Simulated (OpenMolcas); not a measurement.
## 3d ions of charge +5 along the row

| Item | Value |
| --- | --- |
| Program | OpenMolcas |
| Method | MS-CASPT2, IPEA 0.25 Eh, imaginary shift 0.1 Eh |
| Basis | ANO-RCC-VTZP |
| Scalar Hamiltonian | DKH2, point nucleus |
| Spin-orbit coupling | state interaction with AMFI integrals over the reference wave functions, term energies averaged over their components |

Active space: the 3d shell; CASPT2 also correlates the outermost closed s and p core shells.

B and C come from two terms' centres of gravity (d2, d8: 3P = 15B, 1G = 12B + 2C; d3, d7: 4P = 15B, 2G = 4B + 3C; d4, d6: 3G = 9B + 4C, 3H = 4B + 4C; d5: 4D = 17B + 5C, 4G = 10B + 5C, above the ground term), where all their levels are at least 80 % pure. ζ = ±2S·A comes from the whole width of the ground multiplet by E(J) = (A/2) J(J+1), where its levels are at least 85 % pure. Energies in cm-1.

| Ion | Configuration | Lowest level | Weight (%) | B | B measured | C | C measured | ζ | ζ measured |
| --- | --- | --- | --- | --- | --- | --- | --- | --- | --- |
| Fe5+ | 3d³ | ⁴F_3/2 | 100 | 1256 | 1205 | 5147 | 5007 | 619 | 572 |
| Co5+ | 3d⁴ | ⁵D₀ | 100 | 1207 | 1131 | 6119 | 5809 | 794 | 713 |
| Ni5+ | 3d⁵ | ⁶S_5/2 | 100 | 1242 |  | 6247 |  |  |  |
| Cu5+ | 3d⁶ | ⁵D₄ | 100 | 1460 | 1457 | 6189 | 5971 | 1057 | 1093 |

Measured columns use the levels in Corliss and Sugar, J. Phys. Chem. Ref. Data 11, 135 (1982) (Fe5+); Sugar and Corliss, J. Phys. Chem. Ref. Data 10, 1097 (1981) (Co5+); Sugar and Musgrove, J. Phys. Chem. Ref. Data 19, 527 (1990) (Cu5+).

The computed B goes from 1256 (Fe5+) to 1460 cm-1 (Cu5+), a factor of 1.16, though not at every step. It departs from the measured column by 0 to +7 %. The Trees term is left out, which lowers the B read from the levels of every ion, most for d4 to d6. The pair of terms that fixes B changes along the row, so steps between ions also reflect that choice.

The computed ζ goes from 619 (Fe5+) to 1057 cm-1 (Cu5+), a factor of 1.71, rising at every step. It departs from the measured column by -3 to +11 %.

CASPT2 breaks the degeneracy within a term, and the mean is taken; among the low terms the widest spread is 1100 cm-1 (3d⁶ ¹I, Cu5+). Terms from blocks run as CI alone lack orbitals of their own. The CASPT2 spread within a term exceeds the gap to the next term for 3d⁴ ¹G(1) and 3d⁴ ¹I, 3d⁴ ³P(2) and 3d⁴ ³F(2), so the order of their levels is uncertain, and so are names and mixing where such terms share a J (figures for Co5+; the like holds for Cu5+). Blocks of more than 70 roots (2S+1 = 2 even) ran without multistate coupling (holds for Ni5+). Computed and measured levels are paired by configuration, term and J; levels that our copy of the source lacks, or whose pairing is in doubt (as where it misses far off the trend of its configuration), stay unpaired and out of the deviations. Levels of configurations outside the active space are missing.

A number in round brackets counts repeated terms of one configuration in the order of the reference energies.
